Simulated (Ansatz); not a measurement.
System: sum formula NbO$_{2}$Cl, net charge 0, singlet state. SMILES: [O]=[Nb](=[O])[Cl]
Geometry: optimised at B3LYP-D3(BJ)/def2-TZVP (Ansatz, an electronic-structure program).

CCSD(T) with Ansatz in growing basis sets, 24 correlated electrons. Correlated levels leave the core frozen unless marked. UHF or UKS for open shells. Spin-orbit coupling is left out. The frozen core is the preceding noble-gas configuration, with the filled d and f shells of earlier blocks. In def2 rows, elements after Kr have scalar-relativistic effective core potentials. Costs are ratios of core time to the smallest set, on shared machines of one kind, and rough; they hold the program's checks for lower states.

```tsv
basis	functions	cost over smallest	E(corr) (Eh)	electronic atomisation energy (kcal/mol)
def2-SVPD	107	1×	-0.7535	416.8
def2-TZVPPD	187	5×	?	?
```

### Question
What does the step to def2-TZVPPD buy, and how does its cost grow by formal scaling?

### Answer
Formally CCSD grows as o²v⁴ and (T) as o³v⁴; with o = 12 and v going from 84 to 164 both grow 15-fold in the last step, while integrals and the mean field grow more slowly. That step adds 160.7 mEh of correlation energy and 14.5 kcal/mol to the atomisation energy. Row: E(corr) (Eh) -0.9142, electronic atomisation energy (kcal/mol) 431.2.
